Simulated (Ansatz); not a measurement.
System: C3H10O3Si, net charge -1, doublet state. 
Coordinates optimised at B3LYP-D3(BJ)/def2-TZVP (Ansatz, a first-principles code):
```
C
H 1 1.0999
C 1 1.5248 2 109.06
H 3 1.0920 1 110.94 2 -55.03
H 3 1.0976 4 107.25 1 120.49
H 3 1.1001 4 108.37 5 115.73
C 1 1.5248 2 109.06 3 121.69
H 7 1.0920 1 110.94 2 55.03
H 7 1.0976 8 107.25 1 -120.49
H 7 1.1001 8 108.37 9 -115.73
Si 1 1.9895 2 104.07 7 119.16
O 11 1.7217 1 93.36 2 54.45
H 12 0.9597 11 108.73 1 157.55
O 11 1.7217 12 108.62 13 -107.77
H 14 0.9597 11 108.73 12 107.77
O 11 1.7863 12 95.57 13 -9.97
H 16 0.9767 11 112.30 12 -54.69
```
Charge -1, spin multiplicity 2.

Basis-set convergence of Hartree-Fock and CCSD correlation energies (hartree) with Ansatz. Cores are frozen in the correlated levels unless marked. UHF or UKS for open shells. No spin-orbit coupling. Non-relativistic. This anion needs diffuse functions, which these sets lack.

```csv
basis,functions,E(HF),"E(corr, CCSD)"
cc-pV(D+d)Z,157,-633.03245,-1.17120
cc-pV(T+d)Z,359,___,___
```

Some entries are withheld; supply them.


- cc-pV(T+d)Z, E(HF): -633.17648
- cc-pV(T+d)Z, E(corr, CCSD): -1.44596
